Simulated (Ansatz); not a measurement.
V₂O₂ (the lowest singlet isomer of a short search), 4 atoms. Hardware: 4 threads of Arm Neoverse V2 on a shared host.

(1) How many basis functions does each of these Ansatz runs have, and roughly what does it cost? PBE with 50 % exact exchange/def2-TZVP, charge 0 quintet, energy, from earlier orbitals; r2SCAN-D4/def2-TZVPD, charge 0 singlet, energy, from earlier orbitals; ωB97M-V/def2-TZVP, charge 0 singlet, energy, from earlier orbitals; HF/STO-3G, charge 0 triplet, energy; PBE0-D4/def2-TZVP, charge 0 unrestricted singlet, energy, from earlier orbitals; PBE0-D4/def2-TZVP, charge 1 doublet at the geometry of the charge 0 singlet, energy, from earlier orbitals; B97M-V/def2-TZVP, charge 0 triplet, energy, from earlier orbitals; r2SCAN-D4/def2-SVP, charge 0 triplet, relaxation, 14 steps; HF/STO-3G, charge 0 quintet, energy; r2SCAN-D4/def2-TZVP, charge 0 triplet, energy, from earlier orbitals; ωB97M-V/def2-TZVP, charge 0 triplet, energy, from earlier orbitals; BLYP-D4/def2-TZVP, charge 0 quintet, energy, from earlier orbitals.

Answers

(1) Other jobs shared the machine, so times can vary by a factor of up to 3. A dash marks memory too small to be measured apart from the calling script's.

| run | functions | fitting or Cholesky vectors | wall time | peak host memory (GiB) |
| --- | --- | --- | --- | --- |
| HF/STO-3G, charge 0 triplet, energy | 46 | 658 | 0.65 s | – |
| HF/STO-3G, charge 0 quintet, energy | 46 | 656 | 0.95 s | – |
| r2SCAN-D4/def2-TZVPD, charge 0 singlet, energy, from earlier orbitals | 176 | 1274 | 3.3 s | – |
| BLYP-D4/def2-TZVP, charge 0 quintet, energy, from earlier orbitals | 152 | 1170 | 4.6 s | – |
| PBE0-D4/def2-TZVP, charge 1 doublet at the geometry of the charge 0 singlet, energy, from earlier orbitals | 152 | 1316 | 11 s | 0.78 |
| PBE with 50 % exact exchange/def2-TZVP, charge 0 quintet, energy, from earlier orbitals | 152 | 1426 | 15 s | 0.82 |
| r2SCAN-D4/def2-TZVP, charge 0 triplet, energy, from earlier orbitals | 152 | 1170 | 18 s | – |
| ωB97M-V/def2-TZVP, charge 0 singlet, energy, from earlier orbitals | 152 | 1208 | 26 s | 0.66 |
| B97M-V/def2-TZVP, charge 0 triplet, energy, from earlier orbitals | 152 | 1170 | 34 s | 0.63 |
| PBE0-D4/def2-TZVP, charge 0 unrestricted singlet, energy, from earlier orbitals | 152 | 1316 | 34 s | 0.73 |
| ωB97M-V/def2-TZVP, charge 0 triplet, energy, from earlier orbitals | 152 | 1208 | 51 s | 1.1 |
| r2SCAN-D4/def2-SVP, charge 0 triplet, relaxation, 14 steps | 90 | 1050 | 3.7 min | – |
